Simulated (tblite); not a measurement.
Record of a relaxation.

Species: C6H13NSi.
Numbering: `[CH2:1]=[N:2][C@@:3]1([SiH3:4])[CH2:5][C@@H:6]1[CH2:7][CH3:8]` (hydrogens: H9, H10 on C1; H11, H12, H13 on Si4; H14, H15 on C5; H16 on C6; H17, H18 on C7; H19, H20, H21 on C8)

Computed with GFN2-xTB (tblite), gas phase: L-BFGS steps from a force-field or distance-geometry start until the largest atomic force falls under 0.01 eV/Å. 8 of its 108 geometries are shown.

Step 0: E = -654.2228 eV, largest atomic force 2.217 eV/Å
```
atom  x, y, z in Å  |  force x, y, z in eV/Å
C1     -2.487    1.810    0.732    0.596  -0.706   0.661
N2     -1.660    1.034    1.296   -0.343   0.166   0.198
C3     -0.851    0.211    0.427   -1.080   1.157  -0.175
Si4    -1.744   -1.296   -0.188   -0.924  -0.956   0.701
C5     -0.049    1.051   -0.506    1.350   1.615  -0.695
C6      0.625    0.196    0.535    0.353   0.506   0.204
C7      1.451   -0.898   -0.117    0.054   0.121   0.110
C8      2.909   -0.597    0.210    0.957  -0.193   0.688
H9     -3.133    2.461    1.310    0.196  -0.217   0.075
H10    -2.581    1.834   -0.344   -0.171   0.223  -0.449
H11    -1.631   -2.311    0.902    0.036   0.229  -0.362
H12    -1.190   -1.825   -1.412    0.079  -0.023  -0.325
H13    -3.193   -0.994   -0.267    0.307   0.013  -0.188
H14     0.087    0.765   -1.581   -0.138   0.472   1.114
H15     0.100    2.157   -0.282   -0.817  -1.324  -0.633
H16     1.036    0.707    1.454   -0.296  -0.627  -1.176
H17     1.123   -1.875    0.252    0.253  -0.009  -0.153
H18     1.343   -0.859   -1.234   -0.189  -0.217   1.035
H19     3.344   -1.405    0.840   -0.114   0.476  -0.577
H20     3.517   -0.474   -0.707   -0.266  -0.061   0.687
H21     2.974    0.326    0.835    0.157  -0.645  -0.740
```

Step 15: E = -654.8364 eV, largest atomic force 0.305 eV/Å
```
atom  x, y, z in Å  |  force x, y, z in eV/Å
C1     -2.509    1.791    0.824    0.112  -0.061   0.076
N2     -1.656    0.964    1.235   -0.115   0.009   0.031
C3     -0.874    0.255    0.268   -0.049   0.086  -0.057
Si4    -1.796   -1.316   -0.218   -0.096  -0.221  -0.029
C5     -0.021    1.125   -0.616   -0.081   0.111  -0.082
C6      0.621    0.277    0.445    0.030   0.173  -0.085
C7      1.497   -0.877    0.001   -0.040  -0.138   0.043
C8      2.995   -0.651    0.245    0.053   0.046   0.076
H9     -3.125    2.317    1.540    0.043  -0.073   0.058
H10    -2.677    2.035   -0.232    0.029   0.001   0.030
H11    -1.617   -2.295    0.863   -0.046   0.076  -0.105
H12    -1.252   -1.817   -1.474    0.056  -0.060  -0.109
H13    -3.223   -1.009   -0.397    0.110   0.012   0.022
H14     0.167    0.903   -1.656   -0.061  -0.206   0.016
H15    -0.159    2.182   -0.438    0.208   0.124   0.008
H16     0.960    0.766    1.349    0.090   0.121   0.012
H17     1.189   -1.776    0.525   -0.108  -0.202   0.202
H18     1.332   -1.072   -1.058   -0.077   0.047  -0.052
H19     3.433   -1.456    0.831   -0.052  -0.096  -0.058
H20     3.545   -0.588   -0.691   -0.029   0.085   0.051
H21     3.160    0.260    0.810    0.023   0.165  -0.050
```

Step 31: E = -654.9608 eV, largest atomic force 0.216 eV/Å
```
atom  x, y, z in Å  |  force x, y, z in eV/Å
C1     -2.482    1.773    0.986   -0.026  -0.001  -0.008
N2     -1.653    0.862    1.221   -0.089   0.056  -0.116
C3     -0.864    0.291    0.190   -0.030  -0.034   0.043
Si4    -1.744   -1.307   -0.349   -0.051  -0.068   0.014
C5     -0.031    1.111   -0.763    0.051  -0.014   0.029
C6      0.627    0.352    0.355   -0.111  -0.096   0.159
C7      1.461   -0.890    0.151   -0.018  -0.043  -0.035
C8      2.967   -0.645    0.269    0.027   0.023   0.012
H9     -3.118    2.112    1.792    0.061   0.033   0.055
H10    -2.637    2.252    0.014    0.062   0.000  -0.034
H11    -1.605   -2.302    0.717   -0.031   0.050  -0.033
H12    -1.198   -1.844   -1.597    0.056   0.071  -0.003
H13    -3.154   -0.963   -0.568    0.048  -0.010   0.019
H14     0.100    0.753   -1.774   -0.018  -0.011   0.002
H15    -0.052    2.190   -0.680   -0.065  -0.015  -0.028
H16     0.951    0.953    1.198    0.057   0.036   0.008
H17     1.162   -1.625    0.904   -0.019   0.034  -0.015
H18     1.225   -1.307   -0.829    0.029  -0.106  -0.003
H19     3.454   -1.472    0.782    0.003   0.001  -0.095
H20     3.425   -0.534   -0.711    0.016   0.085   0.041
H21     3.156    0.257    0.847    0.048   0.009  -0.012
```

Step 46: E = -655.0255 eV, largest atomic force 0.175 eV/Å
```
atom  x, y, z in Å  |  force x, y, z in eV/Å
C1     -2.429    1.859    1.004    0.008  -0.042  -0.032
N2     -1.708    0.855    1.211    0.045  -0.057  -0.036
C3     -0.913    0.247    0.209    0.089  -0.041   0.141
Si4    -1.746   -1.345   -0.398   -0.038   0.068   0.113
C5     -0.059    1.011   -0.770   -0.097   0.065  -0.035
C6      0.584    0.296    0.384   -0.065   0.018   0.031
C7      1.456   -0.933    0.232    0.035   0.103   0.037
C8      2.946   -0.590    0.250    0.041   0.049  -0.017
H9     -3.047    2.227    1.810    0.035  -0.028   0.076
H10    -2.507    2.404    0.061    0.079   0.035  -0.152
H11    -1.681   -2.369    0.641    0.045  -0.033  -0.058
H12    -1.060   -1.719   -1.639   -0.095  -0.115   0.025
H13    -3.143   -1.005   -0.663   -0.045  -0.025  -0.070
H14     0.043    0.596   -1.762    0.087   0.032  -0.019
H15    -0.091    2.091   -0.751    0.062   0.042   0.004
H16     0.922    0.951    1.185   -0.039  -0.067   0.001
H17     1.252   -1.603    1.069   -0.106  -0.054   0.016
H18     1.211   -1.453   -0.696   -0.006  -0.025   0.079
H19     3.550   -1.456    0.518   -0.091   0.010  -0.083
H20     3.267   -0.238   -0.726    0.041   0.091  -0.008
H21     3.143    0.192    0.982    0.016  -0.025  -0.014
```

Step 61: E = -655.0916 eV, largest atomic force 0.100 eV/Å
```
atom  x, y, z in Å  |  force x, y, z in eV/Å
C1     -2.330    1.919    0.954   -0.011  -0.005  -0.054
N2     -1.759    0.828    1.184    0.038  -0.029   0.003
C3     -0.946    0.183    0.217   -0.009   0.042  -0.049
Si4    -1.795   -1.401   -0.405    0.063   0.058  -0.004
C5     -0.064    0.966   -0.734    0.010  -0.014   0.021
C6      0.540    0.263    0.447    0.007  -0.024   0.016
C7      1.454   -0.929    0.302   -0.024  -0.036   0.022
C8      2.917   -0.506    0.212   -0.062   0.014   0.001
H9     -2.934    2.364    1.736    0.014  -0.075  -0.064
H10    -2.266    2.464    0.005    0.002   0.061   0.049
H11    -1.724   -2.461    0.594   -0.001  -0.001   0.063
H12    -1.122   -1.831   -1.635    0.000  -0.004  -0.004
H13    -3.183   -1.069   -0.729   -0.005   0.017   0.030
H14     0.112    0.546   -1.715   -0.007   0.041   0.017
H15    -0.092    2.048   -0.720   -0.003  -0.042  -0.012
H16     0.841    0.907    1.268   -0.057   0.029   0.017
H17     1.327   -1.570    1.177   -0.025  -0.080   0.011
H18     1.177   -1.506   -0.582    0.010   0.006  -0.004
H19     3.562   -1.377    0.123    0.001   0.009  -0.025
H20     3.071    0.137   -0.650    0.035   0.018  -0.045
H21     3.203    0.044    1.105    0.026   0.015   0.010
```

Step 76: E = -655.1054 eV, largest atomic force 0.054 eV/Å
```
atom  x, y, z in Å  |  force x, y, z in eV/Å
C1     -2.339    1.917    0.919    0.014   0.015   0.016
N2     -1.794    0.808    1.129   -0.014   0.003   0.031
C3     -0.941    0.187    0.189   -0.017   0.008  -0.026
Si4    -1.792   -1.408   -0.385    0.010   0.003  -0.047
C5     -0.030    0.977   -0.721    0.021  -0.016   0.008
C6      0.534    0.251    0.467    0.028  -0.008  -0.002
C7      1.447   -0.940    0.299    0.037  -0.006   0.002
C8      2.906   -0.499    0.197    0.009   0.019  -0.009
H9     -2.995    2.310    1.682   -0.029   0.012  -0.016
H10    -2.200    2.527    0.020    0.001   0.004   0.016
H11    -1.706   -2.418    0.665    0.000  -0.006   0.015
H12    -1.150   -1.882   -1.615   -0.004  -0.002   0.012
H13    -3.184   -1.063   -0.675   -0.015  -0.023  -0.004
H14     0.173    0.571   -1.700    0.001   0.014  -0.020
H15    -0.054    2.057   -0.692   -0.012  -0.012  -0.008
H16     0.806    0.879    1.310    0.030   0.004   0.019
H17     1.328   -1.610    1.153   -0.007  -0.015  -0.009
H18     1.171   -1.489   -0.604   -0.009  -0.005   0.032
H19     3.565   -1.355    0.064   -0.052   0.007  -0.014
H20     3.034    0.173   -0.648    0.024  -0.007   0.012
H21     3.210    0.025    1.101   -0.015   0.010  -0.007
```

Step 92: E = -655.1074 eV, largest atomic force 0.020 eV/Å
```
atom  x, y, z in Å  |  force x, y, z in eV/Å
C1     -2.331    1.927    0.922   -0.007   0.007  -0.001
N2     -1.813    0.803    1.115    0.000  -0.008   0.007
C3     -0.946    0.188    0.184   -0.001  -0.011  -0.004
Si4    -1.788   -1.413   -0.391    0.002  -0.006  -0.011
C5     -0.026    0.974   -0.719   -0.002  -0.005   0.004
C6      0.529    0.249    0.474    0.010   0.003  -0.009
C7      1.444   -0.940    0.309   -0.001   0.000  -0.003
C8      2.899   -0.494    0.189   -0.009  -0.004   0.002
H9     -3.013    2.307    1.670   -0.001   0.012  -0.001
H10    -2.154    2.563    0.049   -0.001   0.003   0.011
H11    -1.701   -2.411    0.672    0.005  -0.004  -0.007
H12    -1.137   -1.889   -1.616    0.000  -0.004   0.016
H13    -3.185   -1.097   -0.694    0.007   0.003   0.003
H14     0.179    0.568   -1.699    0.009   0.011   0.003
H15    -0.051    2.054   -0.693    0.004  -0.004  -0.004
H16     0.804    0.879    1.316   -0.012  -0.002   0.003
H17     1.338   -1.605    1.170   -0.013   0.007  -0.008
H18     1.159   -1.499   -0.584    0.000  -0.002   0.008
H19     3.550   -1.351    0.034    0.011  -0.016  -0.003
H20     3.019    0.187   -0.650   -0.001   0.003  -0.002
H21     3.216    0.017    1.095    0.001   0.014  -0.004
```

Step 107: E = -655.1081 eV, largest atomic force 0.009 eV/Å
```
atom  x, y, z in Å  |  force x, y, z in eV/Å
C1     -2.326    1.933    0.933    0.003  -0.005   0.003
N2     -1.829    0.795    1.103   -0.001   0.006  -0.005
C3     -0.952    0.188    0.176    0.002  -0.001   0.002
Si4    -1.776   -1.421   -0.399   -0.002  -0.003   0.002
C5     -0.029    0.979   -0.721    0.003  -0.002  -0.002
C6      0.522    0.257    0.473   -0.001   0.002   0.001
C7      1.435   -0.935    0.316   -0.004   0.000   0.003
C8      2.892   -0.499    0.183    0.002  -0.002  -0.001
H9     -3.015    2.302    1.679    0.002   0.003   0.002
H10    -2.122    2.592    0.083    0.000   0.000   0.001
H11    -1.685   -2.417    0.666   -0.002   0.000   0.000
H12    -1.110   -1.903   -1.613   -0.004   0.000  -0.005
H13    -3.172   -1.115   -0.712   -0.002  -0.002  -0.002
H14     0.183    0.575   -1.700    0.002  -0.002  -0.002
H15    -0.057    2.059   -0.698    0.001  -0.002   0.005
H16     0.789    0.886    1.318   -0.001   0.000   0.001
H17     1.330   -1.589    1.186   -0.002  -0.002  -0.001
H18     1.145   -1.504   -0.568    0.000  -0.002   0.001
H19     3.537   -1.363    0.044    0.005   0.007   0.004
H20     3.012    0.164   -0.671    0.000   0.001   0.002
H21     3.216    0.032    1.077   -0.001   0.002  -0.008
```

Task: Summarise the path.

Result: The energy falls by 20.42 kcal/mol from step 0 to step 107; nine tenths of that is first reached at step 45. It falls at every step. The largest force goes from 2.217 to 0.009 eV/Å. Among the bonds C5–H15 changes most, from 1.138 to 1.081 Å; the atoms move by 0.530 Å rms after alignment.

The cost below is that of the whole relaxation. Hardware: one thread, Arm Neoverse V1 (aarch64), on a shared host. Cost: 0.91 s of wall time.
